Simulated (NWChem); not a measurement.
System: C₂H₄NO, doublet; SMILES O=C(C)[NH]

```xyz
8

C     -0.0950    -1.3919     0.0005
C      0.0613     0.0979    -0.0265
N     -1.0837     0.8463     0.0475
O      1.1429     0.6711     0.0215
H     -0.5278    -1.6966     0.9655
H     -0.7946    -1.7171    -0.7843
H      0.8804    -1.8739    -0.1368
H     -0.9130     1.7594    -0.3937
```
Atoms are numbered in this order, from 1.

All runs: NWChem. Spin-unrestricted. Structure relaxed at the PBE0/def2-SVP, spin-unrestricted level. No stability test was run on the SCF state. Total energies compare along this basis series because the functional is fixed.

```json
[
 {"level": "PBE/pcseg-1", "basis functions": "76", "energy (Ha)": "-208.2576", "highest occupied level (eV)": "-6.32", "lowest empty minus highest occupied level, either spin (eV)": "0.96", "dipole (D)": "1.67", "<S²>": "0.756", "relative time": "1"},
 {"level": "PBE/aug-pcseg-1", "basis functions": "128", "energy (Ha)": "-208.2713", "highest occupied level (eV)": "-6.47", "lowest empty minus highest occupied level, either spin (eV)": "0.97", "dipole (D)": "1.72", "<S²>": "0.757", "relative time": "4"},
 {"level": "PBE/pcseg-2", "basis functions": "176", "energy (Ha)": "-208.3789", "highest occupied level (eV)": "-6.44", "lowest empty minus highest occupied level, either spin (eV)": "0.99", "dipole (D)": "1.73", "<S²>": "0.757", "relative time": "5"},
 {"level": "PBE/def2-SVP", "basis functions": "76", "energy (Ha)": "-208.1360", "highest occupied level (eV)": "-6.08", "lowest empty minus highest occupied level, either spin (eV)": "0.97", "dipole (D)": "1.54", "<S²>": "0.757", "relative time": "1"}
]
```

Relative times are rough (shared machine, one core).
